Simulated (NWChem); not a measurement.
Species: CH$_{5}$FOSi; SMILES OC[SiH2]F

```xyz
9

O      0.6145    -1.8409     0.1939
C     -0.3552    -1.0690    -0.4786
Si    -0.5041     0.6942     0.1695
F      0.8497     1.5379    -0.1488
H      0.3617    -1.9068     1.1207
H     -1.3615    -1.5425    -0.4747
H     -0.0590    -1.0298    -1.5409
H     -1.6482     1.4046    -0.4724
H     -0.6674     0.6557     1.6538
```
Atoms are numbered in this order, from 1.

Results from NWChem. Medium grid unless said otherwise, to which SCAN and Minnesota functionals are sensitive. Geometry: optimised at PBE0/def2-SVP. Total energies of different functionals are on different scales.

| level | energy (Ha) | highest occupied level (eV) | orbital gap (eV) | dipole (D) |
|---|---|---|---|---|
| PBE/def2-TZVP | -505.4368 | -6.18 | 5.51 | 2.28 |
| B3LYP/def2-TZVP | -505.8488 | -7.51 | 7.48 | 2.44 |
| LDA (Slater exchange, VWN5)/def2-TZVP | -503.1066 | -6.32 | 5.37 | 2.40 |
| BLYP/def2-TZVP | -505.7745 | -6.11 | 5.55 | 2.30 |
| TPSSh/def2-TZVP | -505.8391 | (withheld) | (withheld) | 2.36 |
| r2SCAN/def2-TZVP | -505.6903 | -6.50 | 6.28 | 2.35 |

### Question
Complete the blanks.

### Answer

- TPSSh/def2-TZVP, highest occupied level (eV): -6.89
- TPSSh/def2-TZVP, orbital gap (eV): 6.79
